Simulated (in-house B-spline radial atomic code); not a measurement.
Radial electron density of Sm4+, [Xe] 4f4. All numbers are computed (scalar-relativistic (X2C) B3LYP, spin-polarised, spherical fractional occupations, exact exchange averaged over the configuration; Fermi nucleus of rms radius 5.0819 fm) with a radial B-spline atomic code at the basis-set limit, not measured.

One-electron X2C: radii and densities carry no picture-change correction, so inner-shell <1/r> comes out high (for 1s by about 2 % at Z = 33, 5 % at 54, 10 % at 75, 30 % at 118) and <r> low.

Columns: r (bohr), 4πr²n(r) (electrons per bohr), bar.

```
  0.0006    2.603 #
0.000738    3.553 #
0.000907    4.829 ##
 0.00112    6.579 ###
 0.00137    8.796 ####
 0.00169    11.82 #####
 0.00207    15.62 ######
 0.00255    20.57 ########
 0.00314    26.76 ###########
 0.00386    34.19 ##############
 0.00475    42.91 #################
 0.00584    52.56 #####################
 0.00718    62.56 #########################
 0.00883    71.92 #############################
  0.0109    79.42 ################################
  0.0133    83.33 ##################################
  0.0164    83.25 ##################################
  0.0202    79.39 ################################
  0.0248     74.3 ##############################
  0.0305       72 #############################
  0.0375    76.52 ###############################
  0.0462    88.59 ####################################
  0.0568    102.6 #########################################
  0.0698    109.1 ############################################
  0.0859    102.2 #########################################
   0.106    87.57 ###################################
    0.13    80.86 #################################
    0.16    88.25 ####################################
   0.196    95.62 #######################################
   0.241    83.83 ##################################
   0.297    56.14 #######################
   0.365    38.57 ################
   0.449    40.71 ################
   0.552    44.74 ##################
   0.679    36.11 ###############
   0.835    22.22 #########
    1.03    13.77 ######
    1.26    10.54 ####
    1.55    7.516 ###
    1.91    3.901 ##
    2.35    1.348 #
    2.89   0.2918 
    3.55  0.03657 
    4.37 0.002216 
    5.37 6.034e-05
```

On this grid the curve has 4 maxima, near 0.0133, 0.0698, 0.196, 0.552 bohr.

The 4f up radial function P(r) = rR(r), positive near the nucleus:

| r (bohr) | P |
| --- | --- |
| 0.0305 | 0.001535 |
| 0.0462 | 0.006346 |
| 0.0698 | 0.02377 |
| 0.106 | 0.07967 |
| 0.16 | 0.222 |
| 0.241 | 0.4978 |
| 0.365 | 0.8655 |
| 0.552 | 1.096 |
| 0.835 | 0.9795 |
| 1.26 | 0.6167 |
| 1.91 | 0.255 |
| 2.89 | 0.05934 |
| 4.37 | 0.005518 |
